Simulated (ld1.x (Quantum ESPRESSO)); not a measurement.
**Ni: one change to a TM potential, before and after**

```json
{"Element": "nickel", "Generator": "ld1.x (Quantum ESPRESSO) 7.5", "Type": "norm-conserving Troullier–Martins (Kleinman–Bylander form)", "Functional": "PBE", "Relativity": "fully relativistic", "Frozen core": "[Ne] 3s2", "Valence charge": "16", "Reference configuration": "3p6 3d8 4s2 4p0", "Partial waves": "3p (bound): rc 0.75 bohr; 3d (bound): rc 0.90 bohr; 4f channel at -0.05 Ry: rc 2.00 bohr; 4s (bound): rc 2.35 bohr", "Local potential": "the s channel", "Core correction": "none"}
```

Open shells are filled in proportion to 2j + 1 (rel_dist='average').

Change: wave 4s (bound): rc 2.35 bohr becomes 4s (bound): rc 2.48 bohr.

Cutoffs: the cutoffs (Ry, on a coarse ladder) from which the occupation-weighted sum of valence levels, in a spherical-Bessel basis at the reference potential, stays within 10 and 1 mRy of its value at 400 Ry; they do not see the model core or the augmentation charge, which bear on the density cutoff. Errors are all-electron minus pseudo energies relative to the spin-unpolarised reference configuration.

**Question.** How do hardness, ghosts and transferability respond?

**Answer.** Of the 7 tests that both files solve, the error grows in 1 and shrinks in 2 by more than 15 % and 0.3 meV (median size 206.0 → 194.3 meV); neither file shows a bound ghost at the reference potential, the only one tested.

```csv
quantity,base,changed
"cutoff, loose",260 Ry,260 Ry
"cutoff, tight",over 300 Ry,over 300 Ry
bound ghosts,none,none
"error for 3p6 3d8 4s1 4p0, meV [ΔE 9.32 eV]",-4.5,-3.6
"error for 3p6 3d8 4s0 4p0, meV [ΔE 26.67 eV]",-32,-35
"error for 3p6 3d7 4s0 4p0, meV [ΔE 64.14 eV]",-265,-331
"error for 3p6 3d7 4s2 4p1, meV [ΔE 10.54 eV]",-1237,-1226
"error for 3p6 3d8 4s1.5 4p0, meV [ΔE 3.72 eV]",-0.8,-0.5
"error for 3p6 3d8 4s0 4p2, meV [ΔE 9.50 eV]",-1617,-1634
"error for 3p6 3d9 4s1 4p0, meV [ΔE -1.60 eV]",-206,-194
```

Base: These tests converged, but a pseudo level misses the all-electron one widely, so the file describes the atom poorly there or has found another state: 3p6 3d7 4s0 4p0: empty 4p by 3.2 eV. Changed file: These tests converged, but a pseudo level misses the all-electron one widely, so the file describes the atom poorly there or has found another state: 3p6 3d7 4s0 4p0: empty 4p by 3.3 eV (a node warning on the way).
